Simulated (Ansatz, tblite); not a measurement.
Removing an electron: SnMeF3 (CH3F3Sn). Charge 0, multiplicity 1. Geometry: PBE0-D4/def2-SVP. Ansatz, gas phase; energy differences of separate SCF runs; the oxidised species was run as a doublet alone.

```xyz
8

Sn    0.727   -0.397    0.328
C    -0.997    0.544   -0.451
H    -0.741    1.579   -0.710
H    -1.781    0.524    0.317
H    -1.319   -0.006   -1.343
F     0.441   -2.203    0.917
F     1.485    0.486    1.856
F     2.185   -0.528   -0.915
```

In the def2 sets Sn takes a core potential; there is no spin–orbit coupling. The xTB rows come from tblite.

```tsv
level	−HOMO (eV)	vertical IE (eV)	−LUMO (eV)	HOMO–LUMO gap (eV)
GFN1-xTB	13.90	17.20	9.91	3.99
r2SCAN-D4/def2-TZVP	9.06	12.02	2.76	6.30
PBE0-D4/def2-TZVP	10.24	12.38	2.04	8.20
```

(1) Estimate the rows for GFN2-xTB, PBE-D4/def2-TZVP.

## Answers

(1) 
```tsv
level	−HOMO (eV)	vertical IE (eV)	−LUMO (eV)	HOMO–LUMO gap (eV)
GFN2-xTB	13.19	16.40	8.72	4.47
PBE-D4/def2-TZVP	8.68	11.80	3.03	5.65
```

Relaxing the oxidised species (PBE0-D4/def2-SVP) changes its energy by -0.85 eV at PBE0-D4/def2-TZVP, so the adiabatic ionisation energy to this nearest minimum is 11.53 eV. At PBE-D4/def2-TZVP it is 11.28 eV.    Raw xTB energy differences between charge states are shifted by several eV; the methods need an empirical correction for them.
